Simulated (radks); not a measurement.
Charge is removed step by step from the 5d level of the rhenium ion Re3+, starting from [Xe] 4f14 5d4. All-electron calculation, scalar-relativistic Kohn-Sham, r2SCAN, spin-unpolarised, spherical densities, finite nucleus; meta-GGA in the generalised Kohn-Sham scheme; Fermi nuclear charge, rms radius 5.3698 fm. Program: a radial shooting solver on a logarithmic mesh with Libxc functionals.

| removed (e) | E - E(0) (eV) | eigenvalue (eV) | E minus straight line (eV) |
|---|---|---|---|
| 0 | 0.000 | -32.961 | 0.000 |
| 0.25 | 8.623 | -36.050 | -1.186 |
| 0.5 | 18.026 | -39.203 | -1.591 |
| 0.75 | 28.225 | -42.418 | -1.201 |
| 1 | 39.235 | -45.692 | 0.000 |

Removing the whole electron costs 39.235 eV by Delta-SCF, against 32.961 eV from minus the eigenvalue at the starting occupation. Slater's transition state (half an electron removed) gives 39.203 eV. Integrating minus the eigenvalue over the occupation (Janak's theorem) gives 39.244 eV. In this scalar-relativistic scheme the density is built from large components alone, so the theorem holds only approximately. The mean slope of the eigenvalue, de/dn, is 12.7 eV per electron. Ionisation energy of Re3+ in the NIST Atomic Spectra Database: 39 eV (theoretical).

Beside tabulated values, note that spin-unpolarised runs miss the spin-polarisation part of the exchange energy of open shells.
